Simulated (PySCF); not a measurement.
PySCF 2.14 calculation with σ from GIAO-PBE0/pcSseg-1 and GFN2-xTB geometry; a single conformation, isolated molecule, non-relativistic, rapidly exchanging positions averaged.

References, each an isolated molecule treated in the same way: TMS for 1H (31.72 ppm), 13C (186.93 ppm). Shifts are as computed. Against solution values, carbons near 30 ppm lie about +3 ppm off and those near 130 ppm about +5 ppm. Of 1309 compounds with measured shifts, 239 miss one by over three times the rms of a fit or turn the order of signals round; such compounds aren't used in these exercises. OH and NH positions are gas-phase values without hydrogen bonding to other molecules.

(1) Order these molecules by the shift of their most shielded carbon-bound hydrogen, lowest δ first.
A. C=N[SiH2]C1C=C1
B. CC#C/C=N/[SiH3]
C. C#C/C=N\C[SiH3]

(2) Order these molecules by the shift of their most shielded carbon, lowest δ first.
A. C=N[SiH2]C1C=C1
B. C#C[Si](N)(C#N)C#N
C. C#C/C=N\C[SiH3]

(3) How many 13C and 1H signals does each give (equivalence by symmetry and fast rotation, but not about amide C–N or C=N bonds)? `C#C[Si](N)(C#N)C#N`, `C#C/C=N\C[SiH3]`, `CC#C/C=N/[SiH3]`, `C=N[SiH2]C1C=C1`

## Answers

(1) A (0.65 ppm, hydrogen on a three-membered-ring carbon), B (2.25 ppm, hydrogen on a propargylic methyl carbon), C (3.17 ppm, hydrogen on a terminal alkyne carbon).

(2) A (6.3 ppm, three-membered-ring carbon), C (47.2 ppm, sp3 CH2 bonded to N and Si), B (85.6 ppm, alkyne carbon).

(3) C#C[Si](N)(C#N)C#N: 3 C, 2 H; C#C/C=N\C[SiH3]: 4 C, 4 H; CC#C/C=N/[SiH3]: 4 C, 3 H; C=N[SiH2]C1C=C1: 3 C, 5 H.
